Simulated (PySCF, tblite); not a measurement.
Isomers of C6H16OSSi, one GFN2-xTB conformer each. Single-point energies are computed at PBE0/pcSseg-1 (PySCF, gas phase, no added dispersion term), electronic only.

```json
{"SMILES": "CCC(C)(C)O[SiH2]SC", "GFN2-xTB relative energy (kcal/mol)": "0.0"}
{"SMILES": "CC[S@@](=O)CC[C@@H](C)[SiH3]", "GFN2-xTB relative energy (kcal/mol)": "71.8"}
{"SMILES": "CC(C)(C)[C@H](S)C[SiH2]O", "GFN2-xTB relative energy (kcal/mol)": "20.9"}
{"SMILES": "CC[C@@H](C)[Si@@H](OC)SC", "GFN2-xTB relative energy (kcal/mol)": "19.6"}
{"SMILES": "CC[SiH2][C@@H](C)C[S@](C)=O", "GFN2-xTB relative energy (kcal/mol)": "78.0"}
{"SMILES": "CC[Si@H](OC(C)C)SC", "GFN2-xTB relative energy (kcal/mol)": "13.0"}
{"SMILES": "CC(C)SC(C)(C)O[SiH3]", "GFN2-xTB relative energy (kcal/mol)": "12.8"}
```

Conformers: `[CH3:1][CH2:2][C:3]([CH3:4])([CH3:5])[O:6][SiH2:7][S:8][CH3:9]` with C1–C2–C3–C4 -60°, C2–C3–O6–Si7 158°, C3–O6–Si7–S8 170°, O6–Si7–S8–C9 177°; `[CH3:1][CH2:2][S@@:3](=[O:4])[CH2:5][CH2:6][C@@H:7]([CH3:8])[SiH3:9]` with C1–C2–S3–O4 63°, C2–S3–C5–C6 -175°, S3–C5–C6–C7 180°, C5–C6–C7–C8 174°; `[CH3:1][C:2]([CH3:3])([CH3:4])[C@H:5]([SH:6])[CH2:7][SiH2:8][OH:9]` with C2–C5–S6–H -78°, C2–C5–C7–Si8 -168°, C5–C7–Si8–O9 -64°, C7–Si8–O9–H 39°; `[CH3:1][CH2:2][C@@H:3]([CH3:4])[Si@@H:5]([O:6][CH3:7])[S:8][CH3:9]` with C1–C2–C3–C4 64°, C2–C3–Si5–O6 -178°, C3–Si5–O6–C7 -61°, C3–Si5–S8–C9 -167°; `[CH3:1][CH2:2][SiH2:3][C@@H:4]([CH3:5])[CH2:6][S@:7]([CH3:8])=[O:9]` with C1–C2–Si3–C4 173°, C2–Si3–C4–C5 -71°, Si3–C4–C6–S7 55°, C4–C6–S7–C8 162°; `[CH3:1][CH2:2][Si@H:3]([O:4][CH:5]([CH3:6])[CH3:7])[S:8][CH3:9]` with C1–C2–Si3–O4 166°, C2–Si3–O4–C5 61°, Si3–O4–C5–C6 84°, C2–Si3–S8–C9 166°; `[CH3:1][CH:2]([CH3:3])[S:4][C:5]([CH3:6])([CH3:7])[O:8][SiH3:9]` with C1–C2–S4–C5 110°, C2–S4–C5–C6 170°, S4–C5–O8–Si9 74°.

Q: What does PBE0/pcSseg-1 give for the same structures?

A: 
```csv
SMILES,PBE0/pcSseg-1 E (Eh),PBE0/pcSseg-1 (kcal/mol),GFN2-xTB (kcal/mol),point group
CC[Si@H](OC(C)C)SC,-1000.55075,0.0,13.0,C1
CC[C@@H](C)[Si@@H](OC)SC,-1000.53883,7.5,19.6,C1
CCC(C)(C)O[SiH2]SC,-1000.53629,9.1,0.0,C1
CC(C)(C)[C@H](S)C[SiH2]O,-1000.52517,16.0,20.9,C1
CC(C)SC(C)(C)O[SiH3],-1000.50090,31.3,12.8,C1
CC[SiH2][C@@H](C)C[S@](C)=O,-1000.42950,76.1,78.0,C1
CC[S@@](=O)CC[C@@H](C)[SiH3],-1000.42205,80.8,71.8,C1
```

GFN2-xTB puts CCC(C)(C)O[SiH2]SC lowest instead; measured from each level's own lowest isomer, the values differ by up to 18.5 kcal/mol (CC(C)SC(C)(C)O[SiH3]: 12.8 against 31.3). As drawn, the lowest has an Si–O bond, which the highest lacks; the highest has an S=O bond, which the lowest lacks. Neighbours under 2.5 kcal/mol apart (CC[C@@H](C)[Si@@H](OC)SC and CCC(C)(C)O[SiH2]SC) can change places with a better method, another conformer or zero-point energy.

Q: Which frontier levels, dipoles and rotational constants go with these structures?

A: 
```
                      SMILES  HOMO (eV, PBE0/pcSseg-1)  LUMO (eV)  dipole (D)       A, B, C (MHz)
          CC[Si@H](OC(C)C)SC                     -6.55       0.63        2.62  1327, 761.0, 559.6
    CC[C@@H](C)[Si@@H](OC)SC                     -6.60       0.66        2.40  1438, 755.4, 570.0
          CCC(C)(C)O[SiH2]SC                     -6.62       0.19        2.30  2100, 585.6, 515.6
    CC(C)(C)[C@H](S)C[SiH2]O                     -7.13       0.42        2.78  1850, 700.7, 588.1
        CC(C)SC(C)(C)O[SiH3]                     -6.31       0.47        0.86  1470, 884.7, 690.4
 CC[SiH2][C@@H](C)C[S@](C)=O                     -6.56       0.56        3.87  1553, 670.0, 575.3
CC[S@@](=O)CC[C@@H](C)[SiH3]                     -6.55       0.62        3.50  2450, 453.7, 422.8
```

Q: What happens when harmonic zero-point energies from GFN2-xTB frequencies are added?

A: 
| SMILES | ZPE (kcal/mol) | electronic (kcal/mol) | with ZPE (kcal/mol) |
| --- | --- | --- | --- |
| CC[Si@H](OC(C)C)SC | 131.5 | 0.0 | 0.0 |
| CC[C@@H](C)[Si@@H](OC)SC | 131.7 | 7.5 | 7.7 |
| CCC(C)(C)O[SiH2]SC | 130.6 | 9.1 | 8.2 |
| CC(C)(C)[C@H](S)C[SiH2]O | 128.6 | 16.0 | 13.1 |
| CC(C)SC(C)(C)O[SiH3] | 128.4 | 31.3 | 28.1 |
| CC[SiH2][C@@H](C)C[S@](C)=O | 129.1 | 76.1 | 73.7 |
| CC[S@@](=O)CC[C@@H](C)[SiH3] | 128.1 | 80.8 | 77.4 |

The zero-point energies span 3.6 kcal/mol. The order is unchanged.
